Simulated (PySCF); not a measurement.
Compound: C₃H₁₁SSi₂ (doublet state).
Cartesian coordinates in Å at the GFN2-xTB level; atoms count from 1:
```
atom  x, y, z in Å
C1     3.7496   -0.1428    0.0044
C2     2.4497    0.4815    0.4923
Si3    0.9109   -0.3995   -0.1893
S4    -0.8172    0.6329    0.6042
Si5   -2.4540   -0.3493   -0.3802
C6    -4.0278    0.4821    0.2512
H7     3.7977   -1.1957    0.2722
H8     3.8313   -0.0672   -1.0773
H9     4.6088    0.3594    0.4461
H10    2.4182    0.4476    1.5846
H11    2.4263    1.5369    0.2162
H12    0.8094   -1.7965    0.2411
H13   -2.2574   -0.1768   -1.8166
H14   -2.3956   -1.7667   -0.0308
H15   -4.0078    1.5513    0.0595
H16   -4.9054    0.0699   -0.2372
H17   -4.1437    0.3449    1.3229
```

The hyperfine couplings belong to this conformer and change with its torsions.

The species is `CC[SiH]S[SiH2]C` [radical].

Method: UKS B3LYP, pcH-1 on C H S Si, non-relativistic, mean-field spin-orbit, GIAO (PySCF). Isolated species at its GFN2-xTB geometry (one conformer only). A GFN2-xTB geometry isn't a minimum of the functional, and hyperfine couplings can be far from their values at a DFT geometry, by a factor of two or more for some ions and for spin on atoms past the first row. No stability test was run, so a lower SCF solution isn't excluded.

(1) What is the g tensor, term by term?

(2) What are the electron Larmor frequencies g μB B/h along the three axes at 3350 mT?

(3) What effective moment and Curie constant follow for a powder?

(4) In a frozen sample, at which fields do the three g values resonate at 9.5, 34, 94 and 263 GHz (hyperfine left aside), and which band first spreads them over more than twice a line width of 0.3 mT?

Answers

(1) 
```csv
Δg (ppt),1,2,3
relativistic mass correction,-0.15,-0.15,-0.15
gauge correction,0.01,0.05,0.05
orbital Zeeman/spin–orbit,-0.15,2.55,7.19
total,-0.29,2.45,7.09
```

So g = 2.00203, 2.00477, 2.00941 and g_iso = 2.00540; the tensor is rhombic: the two nearest values differ by 37 % of g3 − g1. Axes: g3 points within 14° of the C2–Si3 bond.

(2) 93.8699, 93.9985, 94.2160 GHz for g1, g2 and g3, a range of 346.1 MHz.

(3) With the mean of g² = 4.0216 and S(S+1) = 0.75: μ_eff = √(⟨g²⟩S(S+1)) = 1.737 μB and χT = 0.12505·⟨g²⟩·S(S+1) = 0.377 cm³ K/mol (cgs; spin-Hamiltonian part alone).

(4) 
```
band    GHz  B(g3) mT  B(g2) mT  B(g1) mT  spread mT
   X    9.5    337.79    338.57    339.03       1.25
   Q   34.0   1208.92   1211.72   1213.38       4.46
   W   94.0   3342.32   3350.05   3354.64      12.32
   J  263.0   9351.39   9373.02   9385.87      34.48
```

The spread grows in proportion to the frequency. X band is the first where it exceeds 0.6 mT.

Largest spin populations (Mulliken): Si3 (+0.83) and S4 (+0.10). Si3 is the only atom above +0.15. The angles at Si3 add up to 327.2°, so it is pyramidal.

The HOMO–LUMO gaps are 5.61 eV among the α and 4.31 eV among the β orbitals.
